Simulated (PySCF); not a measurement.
A structure optimised at PBE-D3(BJ)/def2-SVP, used in a PySCF frequency run:

```xyz
5

O     -0.3661     1.4372     0.1153
S     -0.1571     0.0079    -0.2669
O     -0.9898    -1.1036     0.2580
O      1.4276    -0.4037     0.1488
H      1.9406     0.4342     0.0938
```
Charge 0, spin multiplicity 2.

Write its SMILES and formula.

O=[S](=O)O, HO3S

What are its rotational constants (standard atomic weights)?

8.6669, 8.4695, 4.5752 GHz
